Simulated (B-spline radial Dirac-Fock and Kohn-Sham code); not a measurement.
# Yb 4f7/2: cross section and angular parameters

System: the Yb atom, configuration [Xe] 4f14 6s2; threshold 8.86 eV (orbital energy of the model). The computed values come from a radial B-spline solver: Dirac-Hartree-Slater photoionisation with a Latter tail; cross sections with all multipoles, angular parameters from the dipole term and its interference with E2.

The run's input, task.json:

```json
{"items": [{
  "Z": 70,
  "q": 0,
  "cfg": [[1, 0, 2], [2, 0, 2], [2, 1, 6], [3, 0, 2], [3, 1, 6], [3, 2, 10], [4, 0, 2], [4, 1, 6], [4, 2, 10], [4, 3, 14], [5, 0, 2], [5, 1, 6], [6, 0, 2]],
  "A": 174,
  "rrms": 5.3108,
  "do": "xps",
  "hv": [52.9, 62.5, 68.7, 77.7, 100, 107.0, 108.0, 200, 273.0, 374.0, 400.0, 521.0, 566.0, 577.0, 676.0, 758.0, 800, 916.0, 968.0, 1253.6, 2390.0, 2910.0, 2984.4, 3060.0, 6520.0, 8047.8, 10500.0, 11300.0, 12000, 15000],
  "edges": {"K": 61332.0, "L1": 10486.0, "L2": 9978.0, "L3": 8944.0, "M1": 2398.0, "M2": 2173.0, "M3": 1950.0, "M4": 1576.0, "M5": 1528.0, "N1": 480.5, "N2": 388.7, "N3": 339.7, "N4": 191.2, "N5": 182.4}
}]}
```

Run with: `python xray2_run.py task.json out`

| hν (eV) | σ (kb) | β | γ | δ |
| --- | --- | --- | --- | --- |
| 52.9 | 3020 | 0.643 | 0.007 | 0.009 |
| 62.5 | 3480 | 0.527 | 0.007 | 0.011 |
| 68.7 | 3730 | 0.476 | 0.006 | 0.011 |
| 77.7 | 4020 | 0.421 | 0.006 | 0.013 |
| 100 | 4380 | 0.353 | 0.006 | 0.015 |
| 107 | 4410 | 0.344 | 0.006 | 0.015 |
| 108 | 4410 | 0.343 | 0.006 | 0.016 |
| 200 | 3610 | 0.420 | 0.010 | 0.022 |
| 273 | 2660 | 0.536 | 0.015 | 0.027 |
| 374 | 1660 | 0.678 | 0.024 | 0.032 |
| 400 | 1470 | 0.709 | 0.027 | 0.034 |
| 521 | 852 | 0.826 | 0.046 | 0.041 |
| 566 | 702 | 0.860 | 0.055 | 0.044 |
| 577 | 671 | 0.868 | 0.057 | 0.045 |
| 676 | 451 | 0.926 | 0.080 | 0.051 |
| 758 | 332 | 0.963 | 0.103 | 0.056 |
| 800 | 286 | 0.978 | 0.115 | 0.058 |
| 916 | 194 | 1.011 | 0.152 | 0.065 |
| 968 | 165 | 1.022 | 0.169 | 0.068 |
| 1253.6 | 73.9 | 1.055 | 0.269 | 0.084 |
| 2390 | 8.03 | 1.004 | 0.629 | 0.145 |
| 2910 | 3.87 | 0.960 | 0.755 | 0.172 |
| 2984.4 | 3.52 | 0.953 | 0.771 | 0.175 |
| 3060 | 3.20 | 0.947 | 0.787 | 0.179 |
| 6520 | ? | ? | ? | ? |
| 8047.8 | 0.0629 | 0.661 | 1.379 | 0.421 |
| 10500 | 0.0197 | 0.585 | 1.517 | 0.525 |
| 11300 | 0.0142 | 0.564 | 1.552 | 0.558 |
| 12000 | 0.0108 | 0.547 | 1.579 | 0.586 |
| 15000 | 0.00392 | 0.485 | 1.663 | 0.700 |

Problem. Give the values at 6520 eV.

Solution. σ = 0.154 kb, β = 0.724, γ = 1.261, δ = 0.351.
